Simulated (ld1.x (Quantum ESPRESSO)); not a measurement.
# Hg, TM: configuration errors across variants

| Quantity | Value |
| --- | --- |
| Element | Hg |
| Generator | ld1.x (Quantum ESPRESSO) 7.5 |
| Type | norm-conserving Troullier–Martins (Kleinman–Bylander form) |
| Functional | PBEsol |
| Relativity | scalar-relativistic |
| Frozen core | [Xe] 4f14 |
| Valence charge | 12 |
| Reference configuration | 5d10 6s2 6p0 |
| Partial waves | 6s (bound): rc 2.05 bohr; 6p (bound, empty): rc 2.45 bohr; 5d (bound): rc 2.00 bohr |
| Local potential | the d channel |
| Core correction | a·sin(br)/r model core inside 1.50 bohr |

All-electron excitation energies from the reference (eV): (1) 5d10 6s1 6p0 10.740; (2) 5d10 6s0 6p0 29.744; (3) 5d9 6s0 6p0 65.298; (4) 5d10 6s1.5 6p0 4.382; (5) 5d9 6s2 6p0 15.541; (6) 5d8 6s0 6p0 115.081.

Tests that are not counted but printed errors over 1 eV. “base”: 5d10 6s0 6p1 (solver errors, printed error -2.0 eV). “wave 5d (bound): rc 2.00 bohr becomes 5d (bound): rc 1.28 bohr”: 5d10 6s0 6p1 (solver errors, printed error -3.2 eV). “wave 5d (bound): rc 2.00 bohr becomes 5d (bound): rc 1.52 bohr”: 5d10 6s0 6p1 (solver errors, printed error -3.2 eV). “wave 5d (bound): rc 2.00 bohr becomes 5d (bound): rc 1.70 bohr”: 5d10 6s0 6p1 (solver errors, printed error -3.2 eV). “wave 5d (bound): rc 2.00 bohr becomes 5d (bound): rc 2.08 bohr”: 5d10 6s0 6p1 (solver errors, printed error -1.1 eV).

A true bound ghost makes a file unfit for plane-wave use even where its test errors are small: the radial tests pick states by their node count and pass the ghost by. Where a test does run into it, the solver fails or the error is huge.

Errors AE − PS in meV (a dash: test not solved or not reliable):

```csv
change,(1),(2),(3),(4),(5),(6),bound ghosts
base,-12,-53,-73,-3.2,-38,-247,"s, p"
wave 5d (bound): rc 2.00 bohr becomes 5d (bound): rc 1.28 bohr,-12,-53,-70,-3.3,-40,-240,"s, p"
wave 5d (bound): rc 2.00 bohr becomes 5d (bound): rc 1.52 bohr,-12,-54,-69,-3.2,-37,-236,"s, p"
wave 5d (bound): rc 2.00 bohr becomes 5d (bound): rc 1.70 bohr,-12,-54,-68,-3.3,-36,-232,"s, p"
wave 5d (bound): rc 2.00 bohr becomes 5d (bound): rc 1.84 bohr,-12,-54,-69,-3.2,-36,-236,"s, p"
wave 5d (bound): rc 2.00 bohr becomes 5d (bound): rc 2.08 bohr,-11,-52,-79,-3.2,-39,-260,"s, p"
wave 5d (bound): rc 2.00 bohr becomes 5d (bound): rc 2.40 bohr,-11,-50,-112,-3.0,-43,-317,"s, p"
wave 5d (bound): rc 2.00 bohr becomes 5d (bound): rc 2.68 bohr,-12,-57,-180,-3.3,-46,-381,s
wave 5d (bound): rc 2.00 bohr becomes 5d (bound): rc 2.86 bohr,-14,-67,-216,-3.8,-45,-389,s
wave 5d (bound): rc 2.00 bohr becomes 5d (bound): rc 3.04 bohr,-21,-93,-277,-5.2,-39,-356,s
```

(1) Give the same row for: wave 5d (bound): rc 2.00 bohr becomes 5d (bound): rc 2.24 bohr.

Results:

(1) -11, -50, -95, -3.1, -42, -291; bound ghosts: s, p.
